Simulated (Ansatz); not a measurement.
`[CH3][Mo](=[O])(=[O])[OH]`, one more setting.

```yaml
crystal:
  periodic: [false, false, false]
  atoms:
    - {symbol: C, position_ang: [-0.840160, -0.934378, -0.498861]}
    - {symbol: Mo, position_ang: [0.651816, 0.489956, -0.104697]}
    - {symbol: O, position_ang: [0.721679, 1.460400, -1.469457]}
    - {symbol: O, position_ang: [2.079340, -0.373847, 0.052211]}
    - {symbol: O, position_ang: [0.169440, 1.445730, 1.425420]}
    - {symbol: H, position_ang: [-0.598398, -1.489845, -1.407185]}
    - {symbol: H, position_ang: [-0.907944, -1.630009, 0.341631]}
    - {symbol: H, position_ang: [-1.794700, -0.419214, -0.635170]}
    - {symbol: H, position_ang: [0.607428, 1.404907, 2.279008]}
basis:
  gaussian: {orbitals: def2-TZVPP, nuclear_model: gaussian}
hamiltonian: {xc: {name: r2SCANh}, dispersion: d3bj, pseudopotentials: {relativity: none}}
accuracy: high
output: {forces: true}
```

```sh
$ ansatz run in.yaml --threads 4 --pin off --events-out ev --progress --plain --max-ram 10444MiB
```

It prints (some lines left out):

```
Warning: the engine holds no damping parameters fitted to this dispersion correction and functional, so the run takes those fitted to r2scanh beside the three-body term, which d3bj leaves out (hamiltonian.dispersion, under Limitations)
Functional definition: r2SCANh
4176 factors; integrals over basis functions are off by at most 3.3e-8 eV
mean field evaluation 1: about -9080.1978 eV, gradient 1.2e2 eV
mean field evaluation 2: about -8879.6910 eV, gradient 3.4e2 eV
mean field evaluation 4: about -9099.6038 eV, gradient 4.4e1 eV
mean field evaluation 8: about -9102.8398 eV, gradient 1.4e0 eV
mean field evaluation 16: about -9102.9107 eV, gradient 5.0e-4 eV
mean field -9102.91073872 eV, -334.5257994734 hartree, gradient 1.8e-8 eV, S^2 0.000000; 0 other end points of the search recorded, 0 dependent functions left out
reference -9102.91074062 eV, -334.5257995433 hartree; 24, 24 occupied and 212, 212 virtual orbitals, 4176 factors
Total energy: -9102.96931913 eV, -334.5279522637 hartree
Atom 0 at    -0.840160    -0.934378    -0.498861 Å, force    -0.067219    -0.048220    -0.006000 eV/Å
Atom 1 at     0.651816     0.489956    -0.104697 Å, force    -0.163855    -0.112896     0.083647 eV/Å
Atom 2 at     0.721679     1.460400    -1.469457 Å, force     0.018565     0.147464    -0.173842 eV/Å
Atom 3 at     2.079340    -0.373847     0.052211 Å, force     0.193258    -0.095101     0.019249 eV/Å
Atom 4 at     0.169440     1.445730     1.425420 Å, force     0.004814     0.068423     0.167573 eV/Å
Atom 5 at    -0.598398    -1.489845    -1.407185 Å, force    -0.017865     0.039187     0.064488 eV/Å
Atom 6 at    -0.907944    -1.630009     0.341631 Å, force     0.002314     0.047772    -0.061195 eV/Å
Atom 7 at    -1.794700    -0.419214    -0.635170 Å, force     0.065746    -0.040525     0.008082 eV/Å
Atom 8 at     0.607428     1.404907     2.279008 Å, force    -0.035759    -0.006103    -0.102002 eV/Å
Dipole moment:    -0.342915    -0.171547     0.548435 e Å
```

It took 18 s on 4 threads of an Intel Xeon on a shared host, with 1.7 GiB of host memory at the peak.
